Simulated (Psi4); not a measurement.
C3H6Cl (SMILES CC[CH-]Cl), charge -1, singlet, at a GFN2-xTB geometry (a gas-phase anion, which may not be bound at this level); Psi4 1.11 with R2SCAN/STO-3G.

Psi4 was given this input:
```
memory 2 GB

molecule {
-1 1
C     0.87874214   -0.57746196    0.01178248
C     2.36128716   -0.21090347    0.01892378
C     0.05260727    0.70987802    0.08469850
H     0.66331677   -1.19415500    0.89661526
H     0.68416168   -1.22068093   -0.87379508
H     2.99566787   -1.10167485    0.03968092
Cl   -1.73162036    0.11908892    0.00897987
H     2.61173789    0.36877995   -0.87023935
H     2.58650261    0.40082008    0.89158272
H     0.14033970    1.19332350   -0.92893097
no_reorient
}

set {
  basis sto-3g
}

energy('r2scan')
print_variables()
```

The log (banner, timings and long lists left out):

```
   => Loading Basis Set <=

    Name: STO-3G
    Role: ORBITAL
    Keyword: BASIS

         ---------------------------------------------------------
                                   SCF
               by Justin Turney, Rob Parrish, Andy Simmonett
                          and Daniel G. A. Smith
                              RKS Reference
         ---------------------------------------------------------

  ==> Geometry <==

    Molecular point group: c1
    Full point group: C1

    Geometry (in Angstrom), charge = -1, multiplicity = 1:

       Center              X                  Y                   Z               Mass
    ------------   -----------------  -----------------  -----------------  -----------------
         C            1.025253007467    -0.598974556083     0.000782483760    12.000000000000
         C            2.507798027467    -0.232416066083     0.007923783760    12.000000000000
         C            0.199118137467     0.688365423917     0.073698503760    12.000000000000
         H            0.809827637467    -1.215667596083     0.885615263760     1.007825032230
         H            0.830672547467    -1.242193526083    -0.884795076240     1.007825032230
         H            3.142178737467    -1.123187446083     0.028680923760     1.007825032230
         CL          -1.585109492533     0.097576323917    -0.002020126240    34.968852682000
         H            2.758248757467     0.347267353917    -0.881239346240     1.007825032230
         H            2.733013477467     0.379307483917     0.880582723760     1.007825032230
         H            0.286850567467     1.171810903917    -0.939930966240     1.007825032230

  Running in c1 symmetry.

  Rotational constants: A =      0.90550  B =      0.08046  C =      0.07664 [cm^-1]
  Rotational constants: A =  27146.24284  B =   2412.23948  C =   2297.52627 [MHz]
  Nuclear repulsion =  147.052824140094003

  Charge       = -1
  Multiplicity = 1
  Electrons    = 42
  Nalpha       = 21
  Nbeta        = 21

  ==> Algorithm <==

  SCF Algorithm Type is DF.
  DIIS enabled.
  MOM disabled.
  Fractional occupation disabled.
  Guess Type is SAD.
  Energy threshold   = 1.00e-06
  Density threshold  = 1.00e-06
  Integral threshold = 1.00e-12

  ==> Primary Basis <==

  Basis Set: STO-3G
    Blend: STO-3G
    Number of shells: 20
    Number of basis functions: 30
    Number of Cartesian functions: 30
    Spherical Harmonics?: true
    Max angular momentum: 1

  ==> DFT Potential <==

[...]
   @DF-RKS iter   2:  -571.44491112318940   -7.39159e-03   3.67920e-03 DIIS/ADIIS
   @DF-RKS iter   3:  -571.45362139612962   -8.71027e-03   6.46332e-04 DIIS/ADIIS
   @DF-RKS iter   4:  -571.45391156208780   -2.90166e-04   1.06264e-04 DIIS/ADIIS
   @DF-RKS iter   5:  -571.45392135003806   -9.78795e-06   2.96195e-05 DIIS
   @DF-RKS iter   6:  -571.45392185849016   -5.08452e-07   4.78298e-06 DIIS
   @DF-RKS iter   7:  -571.45392187572531   -1.72352e-08   4.96860e-07 DIIS
  Energy and wave function converged.

  ==> Post-Iterations <==

   Electrons on quadrature grid:
      Ntotal   =   41.9999848980 ; deviation = -1.510e-05

    Orbital Energies [Eh]
    ---------------------

    Doubly Occupied:

[...]
    Virtual:

[...]
    Final Occupation by Irrep:
              A
    DOCC [    21 ]
    NA   [    21 ]
    NB   [    21 ]

  @DF-RKS Final Energy:  -571.45392187572531

   => Energetics <=

    Nuclear Repulsion Energy =            147.0528241400940033
    One-Electron Energy =               -1089.8387460841456686
    Two-Electron Energy =                 418.4788916316869631
    DFT Exchange-Correlation Energy =     -47.1468915633605192
    Empirical Dispersion Energy =           0.0000000000000000
    VV10 Nonlocal Energy =                  0.0000000000000000
    Total Energy =                       -571.4539218757253138

Computation Completed

Properties will be evaluated at   0.000000,   0.000000,   0.000000 [a0]

Properties computed using the SCF density matrix

 Multipole Moments:

 ------------------------------------------------------------------------------------
     Multipole            Electronic (a.u.)      Nuclear  (a.u.)        Total (a.u.)
 ------------------------------------------------------------------------------------

 L = 1.  Multiply by 2.5417464519 to convert [e a0] to [Debye]
 Dipole X            :        -10.6115292           11.3514816            0.7399524
 Dipole Y            :          0.9162918           -1.6667696           -0.7504779
 Dipole Z            :          0.5264907           -0.8522665           -0.3257758
 Magnitude           :                                                    1.1031212

 ------------------------------------------------------------------------------------

  Variable Map:
  ----------------------------------------------------------------------------
[...]
  Array Variable Map:
  ----------------------------------------------------------------------------
[...]
[...]
```
